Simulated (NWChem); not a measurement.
Species: SiN2H5F; SMILES N[SiH](N)F

```xyz
9

Si    -0.0785    -0.0223     0.3238
N      1.5325    -0.3560    -0.1475
N     -0.4871     1.5207    -0.2757
F     -0.9221    -1.2752    -0.2940
H     -0.4379    -0.0163     1.7683
H      1.8671    -1.3103    -0.2022
H      2.2799     0.3011     0.0370
H     -0.2810     1.7849    -1.2321
H     -1.2550     2.0538     0.1133
```
Atoms are numbered in this order, from 1.

Program: NWChem. STO-3G and 3-21G are far too small for this property and stand as cheap habits. The geometry was optimised at PBE0/def2-SVP. B3LYP is NWChem's, with the RPA form of VWN correlation. Field at 589 nm.

Question: Predict the results for B3LYP/STO-3G. Quantities: isotropic polarisability (bohr³); anisotropy (bohr³).

Answer: 
```yaml
isotropic polarisability (bohr³): 17.9
anisotropy (bohr³): 8.9
```
